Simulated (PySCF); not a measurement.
Compound: GeH₉NSi₂.
SMILES: `[SiH3]N[SiH2][GeH3]`

Jobs on this species (13 atoms, 76 electrons) with PySCF (density fitting). Hardware of each: an Arm Neoverse N1 with one thread, on a shared host. Times come from a shared host and carry two figures at best. Peak memory is the resident size of the whole Python process, interpreter and libraries included.

Question: Rank these jobs by wall time, shortest first.
A. PBE0-D3(BJ)/def2-SVP, grid level 1; geometry optimisation from a GFN2-xTB start shaken at random; 127 basis functions
B. delta-SCF UKS SCAN, pcX-2 on the ionised atom, pcseg-1 elsewhere, non-relativistic; ΔSCF core ionisation, 5 holes; 164 basis functions
C. delta-SCF UKS B3LYP, pcX-2 on the ionised atom, pcseg-1 elsewhere, spin-free X2C; ΔSCF core ionisation, 5 holes; 164 basis functions

Answer: B (42 s), C (68 s), A (2.6 min).

All jobs:

```
                                                                 level and settings                                                          work  basis functions  SCF cycles  wall time  peak memory
     delta-SCF UKS PBE, pcX-2 on the ionised atom, pcseg-1 elsewhere, spin-free X2C                                 ΔSCF core ionisation, 5 holes              164          65       32 s     0.56 GiB
    delta-SCF UKS SCAN, pcX-1 on the ionised atom, pcseg-1 elsewhere, spin-free X2C                                 ΔSCF core ionisation, 5 holes              144          60       37 s     0.44 GiB
delta-SCF UKS SCAN, def2-TZVP on the ionised atom, pcseg-1 elsewhere, spin-free X2C                                 ΔSCF core ionisation, 5 holes              141          63       41 s     0.44 GiB
 delta-SCF UKS SCAN, pcX-2 on the ionised atom, pcseg-1 elsewhere, non-relativistic                                 ΔSCF core ionisation, 5 holes              164          64       42 s     0.54 GiB
      delta-SCF UKS HF, pcX-2 on the ionised atom, pcseg-1 elsewhere, spin-free X2C                                 ΔSCF core ionisation, 5 holes              164          58       44 s     0.56 GiB
    delta-SCF UKS SCAN, pcX-2 on the ionised atom, pcseg-1 elsewhere, spin-free X2C                                 ΔSCF core ionisation, 5 holes              164          64       47 s     0.56 GiB
    delta-SCF UKS PBE0, pcX-2 on the ionised atom, pcseg-1 elsewhere, spin-free X2C                                 ΔSCF core ionisation, 5 holes              164          57       67 s     0.64 GiB
   delta-SCF UKS B3LYP, pcX-2 on the ionised atom, pcseg-1 elsewhere, spin-free X2C                                 ΔSCF core ionisation, 5 holes              164          58       68 s     0.73 GiB
                                                 PBE0-D3(BJ)/def2-SVP, grid level 1  geometry optimisation from a GFN2-xTB start shaken at random              127          84    2.6 min     0.53 GiB
```

What do all jobs in the table cost together?

About 8.9 min; the longest takes about 29 % of that, and about 4.9 times as long as the shortest.
